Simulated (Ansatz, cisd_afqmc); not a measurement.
Species: Ti, charge 0, triplet.

Total energies in cc-pwCVTZ-DK, 12 correlated electrons, 5 frozen orbitals. Radicals and triplets start from unrestricted determinants; spin-orbit coupling is neglected. The -DK rows use spin-free X2C, correlate 3s3p of the metal (1s2s2p frozen) and give its partners the cc-pVXZ-DK valence sets. AFQMC/CISD: phaseless, guided by CISD from CCSD amplitudes; bars are statistical, one sigma. Outlying blocks are dropped, and bars are widened where a walk drifts. Over all cases where full CI ran beside it in this data, AFQMC minus full CI had a median of +0.1 mEh and passed +0.4 mEh in a tenth of the cases. Open-shell metal atoms are single determinants, not pure terms.

```tsv
method	program	energy (Eh)	minus CCSDT(Q) (mEh)
HF	Ansatz	-852.75047	416.86
MP2	Ansatz	-853.12895	38.37
CCSD	Ansatz	-853.15244	14.88
CCSD(T)	Ansatz	-853.16594	1.39
CCSDT(Q)	Ansatz	-853.16733	0.00
AFQMC/CISD	cisd_afqmc	-853.1655 ± 0.0003	1.8 ± 0.3
```

Ansatz is an electronic-structure program.
